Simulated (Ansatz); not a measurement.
Isolated molecules relaxed with PBE0-D4/def2-TZVP in Ansatz; ΔE leaves out vibrations. CCSD(T)/CBS is the MP2 limit (def2-TZVPP, def2-QZVPP) plus CCSD(T) − MP2 in def2-TZVPP, frozen cores. Functionals use def2-TZVPP. Elements past krypton have def2 core potentials. For Se, Zr outer-core shells are correlated without core-valence functions, which leaves a few kJ/mol of doubt a bond. Scalar relativity is left out up to krypton. One conformer a species, not always the lowest.

Consider the formal exchange of groups at the Se–Zr bond: `[F][Zr]([F])([F])[SeH]` + `C=C=CS` → `C=C=C[SeH]` + `[F][Zr]([F])([F])[SH]`.

```
                 species  PBE-QIDH energy (Eh)
`[F][Zr]([F])([F])[SeH]`           -2748.19680
                `C=C=CS`            -514.50824
            `C=C=C[SeH]`           -2517.47828
 `[F][Zr]([F])([F])[SH]`            -745.22503
```

(1) Work out ΔE.

Largest T1 diagnostic among the species: 0.018.

Results:

(1) ΔE = (-2517.47828) + (-745.22503) − (-2748.19680) − (-514.50824) = 0.00173 Eh = +4.5 kJ/mol. CCSD(T)/CBS gives +4.4 kJ/mol.

Leaving LDA and LC-ωPBE aside and taking each functional with its dispersion term where it has one, the values, not all of them listed here, spread over 6.6 kJ/mol, from B97M-V to r2SCAN0-D4. LDA lies +3.6 kJ/mol from PBE without D4.
